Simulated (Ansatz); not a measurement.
Isolated molecules relaxed with PBE0-D4/def2-TZVP in Ansatz; ΔE leaves out vibrations. CCSD(T)/CBS adds triple-zeta CCSD(T) − MP2 to the extrapolated MP2 energy (def2 sets, frozen cores). This one scheme is used for every species. DFT in def2-TZVPP.

`B/C=C/[SiH3]` → `BC=C` + `[SiH2]`  (silylene formation by 1,1-elimination)

```tsv
level	ΔE (kJ/mol)
r2SCAN0-D4	252.1
CAM-B3LYP	227.4
```

What does CCSD(T)/CBS give? (Best estimate.)

Computed: +231.6 kJ/mol. The listed levels differ from it by 20.5, -4.2 kJ/mol.

Largest T1 diagnostic among the species: 0.014.

From PBE to PBE0 (25 % exact exchange), in def2-TZVPP and without D4, ΔE moves by +7.6 kJ/mol. The D4 term adds +11.9 kJ/mol with B3LYP and +6.5 kJ/mol with PBE0; it sums over pairs of atoms, weighted by their polarisabilities, and B3LYP, whose exchange is more repulsive, gets the larger term. At CCSD(T), def2-SVP lies −16.4 kJ/mol from the extrapolated value and def2-TZVPP −6.6 kJ/mol.

B3LYP here is the variant with VWN-RPA as its local correlation; programs differ in this.
